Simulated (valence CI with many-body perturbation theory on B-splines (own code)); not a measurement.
Xe40+: input, log and results

Computed by relativistic CI+MBPT: four valence electrons over a frozen Dirac-Fock core [Ne], a basis of 5 s, 5 p, 3 d, 2 f functions for each j, with the one-electron correlation potential Σ1 (screened to all orders), the two-electron term Σ2, the three-electron term Σ3, Breit, model QED; selected single and double excitations, second order for the rest (own B-spline code, finite nucleus).

Command, and the settings that its task file holds:

```sh
python run_cv.py task.json out
```

```
atom Xe  Z=54  mass_number=132  rms_radius_fm=4.7859
core [Ne]
valence 3s2 3p2
avg = 1
basis = S
breit = 1
cap = 10000
capref = 1200
cscale = 1
de = 0.0
dress = 0
eps = 2e-08
h = 0.27
hh = 1
l2 = 3
lcore = 6
maxit = 60
n2 = 5
natural = 0
nlev = 21
nno = [2, 2, 1, 1, 0]
nroot = 26
nsp = [3, 3, 2, 1, 0]
pt2 = 1
qed = 1
rpa = 1
s1 = 1
s2 = 1
s3 = 1
screen = 1
tol = 2e-05
```

It took 39 s on 1 thread of Intel(R) Xeon(R) Processor @ 2.50GHz (Skylake/Cascade Lake), on a shared host.

Log. The first blocks belong to the next ion, which gives the ionisation energy. Fields: 2J, parity (1 odd), roots, reference size, generating configurations, candidates as configurations/state functions, variational space P, stored matrix elements, Davidson steps; e2 is the range of second-order energies in hartree. The first line gives the box (bohr), its intervals, the orbitals and the steps of their self-consistent field. Window is the range of levels sought, series limit the energy at which the first omitted orbital would enter, core excitation an estimate of the first excitation out of the core, left out the lowest levels not solved, and shifts from estimates the range by which levels moved from their first estimate, all in cm⁻¹.

```
rmax 2.1 intervals 56 orbitals 25 references ['3s2 3p2', '3s 3p3', '3s2 3p 3d', '3p4', '3s 3p2 3d'] scf 4 t 2.2
2J=1 par=1 roots 2 ref 37 generators 6 cand 519/754 P 326/470 nnz 0 it 0
2J=1 par=1 roots 2 ref 37 generators 8 cand 223/321 P 390/566 nnz 0 it 0
   second order: generators 13 cand 437/613 e2 -0.00000 -0.00000
reference levels 484, estimated 63, window 2594938 1/cm; series limit 16326724, core excitation 33944013
2J=0 par=0 roots 3 ref 24 generators 11 cand 617/985 P 897/1340 nnz 0 it 3
2J=0 par=0 roots 3 ref 24 generators 14 cand 693/1179 P 991/1500 nnz 0 it 4
   second order: generators 19 cand 1194/2194 e2 -0.00000 -0.00000
2J=2 par=0 roots 3 ref 41 generators 8 cand 894/3465 P 858/2816 nnz 9.9e+05 it 3
2J=2 par=0 roots 3 ref 41 generators 13 cand 926/3573 P 963/3245 nnz 1.3e+06 it 3
   second order: generators 17 cand 1215/5130 e2 -0.00001 -0.00000
2J=4 par=0 roots 4 ref 62 generators 12 cand 1123/5957 P 1004/3438 nnz 1.4e+06 it 4
2J=4 par=0 roots 4 ref 62 generators 22 cand 886/5081 P 1193/4402 nnz 2.1e+06 it 4
   second order: generators 30 cand 1483/9012 e2 -0.00002 -0.00001
2J=4 par=1 roots 8 ref 65 generators 19 cand 1114/5845 P 965/3583 nnz 1.5e+06 it 4
2J=4 par=1 roots 8 ref 65 generators 20 cand 880/4826 P 1284/5080 nnz 2.8e+06 it 6
   second order: generators 31 cand 1137/6465 e2 -0.00001 -0.00000
2J=2 par=1 roots 6 ref 53 generators 17 cand 946/3897 P 1080/3314 nnz 1.3e+06 it 4
2J=2 par=1 roots 6 ref 53 generators 19 cand 738/3136 P 1293/4132 nnz 1.8e+06 it 4
   second order: generators 29 cand 1235/5818 e2 -0.00001 -0.00000
2J=6 par=1 roots 4 ref 57 generators 13 cand 997/5489 P 872/3274 nnz 1.4e+06 it 4
2J=6 par=1 roots 4 ref 57 generators 17 cand 881/4859 P 1114/4346 nnz 2.2e+06 it 5
   second order: generators 27 cand 1337/8555 e2 -0.00001 -0.00001
2J=0 par=1 roots 2 ref 20 generators 8 cand 1033/1632 P 641/987 nnz 0 it 0
2J=0 par=1 roots 2 ref 20 generators 11 cand 895/1428 P 834/1304 nnz 0 it 4
   second order: generators 14 cand 1085/1860 e2 -0.00000 -0.00000
2J=8 par=1 roots 1 ref 38 generators 5 cand 1031/4522 P 395/1385 nnz 0 it 3
2J=8 par=1 roots 1 ref 38 generators 8 cand 1115/4960 P 532/1905 nnz 0 it 4
   second order: generators 11 cand 1188/5853 e2 -0.00001 -0.00001
2J=6 par=0 roots 1 ref 44 generators 5 cand 925/4922 P 706/2749 nnz 1e+06 it 3
2J=6 par=0 roots 1 ref 44 generators 7 cand 870/4715 P 801/3178 nnz 1.3e+06 it 4
   second order: generators 14 cand 1244/6840 e2 -0.00001 -0.00001
left out: unestimated 3823384, estimated 3050959, shifts from estimates -9 to 0
operators 1.7
```

The Davidson iterations converged. The settings are bad on purpose, so the numbers may not be properties of the ion.

The last digits are not significant, and no measured levels were compared; by estimate large intervals hold to a few tenths of a per cent, small ones and those within an open d or f shell to about a per cent.

```
Valence energy                            : -464.0324 hartree
Ionisation energy                         : 2977.1 eV (NIST: 2975 ± 4 eV (theoretical))
Reference configurations for the orbitals : 3s2 3p2, 3s 3p3, 3s2 3p 3d, 3p4, 3s 3p2 3d
Radial orbitals                           : 25
Box radius                                : 2.056 bohr
Largest variational space                 : 5080
Lowest levels                             : (3s^2 3p1/2^2) J=0 0, (3s^2 3p1/2 3p3/2) J=1 594820, (3s^2 3p1/2 3p3/2) J=2 647180, (3s^2 3p3/2^2) J=2 1279500, (3s^2 3p3/2^2) J=0 1393100, (3s 3p1/2^2 3p3/2) J=2 1416500, (3s 3p1/2^2 3p3/2) J=1 1577900, (3s^2 3p1/2 3d3/2) J=2 1780800, (3s 3p1/2 3p3/2^2) J=2 [a] 1916200, (3s^2 3p1/2 3d5/2) J=3 1979600, (3s^2 3p1/2 3d3/2) J=1 1997900, (3s^2 3p1/2 3d5/2) J=2 2108600, (3s 3p1/2 3p3/2^2) J=3 2129800, (3s 3p1/2 3p3/2^2) J=0 2162400 cm⁻¹
```

Levels are named by their leading jj configuration (3d3/2^4 stands for four electrons in 3d with j = 3/2), which in mixed levels can hold well under half, so a name can repeat and another be missing. Letters in brackets count levels of one name in rising energy.
